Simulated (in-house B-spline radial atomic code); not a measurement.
The numbers below are computed, except where a source is named.
Two electrons in Si: a parabolic dot with ħω = 30.2 meV in all three directions with an ionised donor at its centre

For Si the NSM archive of the Ioffe Institute lists m_l = 0.98 m0, m_t = 0.19 m0 and ε = 11.7; the model takes one isotropic valley with the conductivity mass 3/(1/m_l + 2/m_t) = 0.26 m0, and so misses anisotropy and the other valleys. All triplets below are those of one valley; with several valleys two electrons can form a triplet in the 1s orbital itself, at an energy set by the valley splitting. Real donors also feel a central-cell potential, which shifts the ground state.

Effective-mass model with parabolic bands, a uniform dielectric constant, no image charges, no central-cell or spin-orbit terms. Two-electron levels come from full CI in B-splines with partial waves to l = 5 (up to 0.001 effective hartree above the limit).

(1) What are the effective units, and what is the potential in them?

In these units the lowest s and p orbitals lie at -0.1900 and 0.8474, and their Coulomb and exchange integrals are J_ss = 0.8697, J_sp = 0.6042 and K_sp = 0.09566. Full CI gives 0.3958 for the ground singlet, 1.1438 for the sp triplet, 1.2871 for the sp singlet and 1.5366 for the lowest triplet of two s orbitals.

(2) What does it cost to add the second electron, to first order and exactly?

(3) How far above the singlet do the triplets lie?

Answers

(1) Ha* = 27211.386 meV × 0.26/11.7² = 51.68 meV and a* = 0.0529177 nm × 11.7/0.26 = 2.381 nm. The frequency is ω = 0.585 Ha*, with −1/r added.

(2) To first order E = 2ε_s + J_ss = 0.4897, so the charging energy E(2) − 2E(1) is J_ss = 44.95 meV. CI gives 0.3958 − 2 × (-0.1900) = 0.7758, or 40.1 meV: relaxation and correlation lower it by 4.854 meV, 10.8 % of J_ss. The s² configuration of one-electron orbitals holds 95.5 % of the state, and the mean radius is 2.85 nm.

(3) To first order the sp triplet lies at ε_s + ε_p + J_sp − K_sp = 1.1659, which is 34.95 meV above 2ε_s + J_ss. CI gives 1.1438 − (0.3958) = 0.7480, or 38.66 meV, 72 % of the orbital spacing of 53.62 meV. The ss triplet lies 58.96 meV up, so the lower of the two is the sp one, and its gap equals k_BT at 449 K. The sp singlet-triplet splitting is 7.407 meV, against 2K_sp = 9.888 meV.
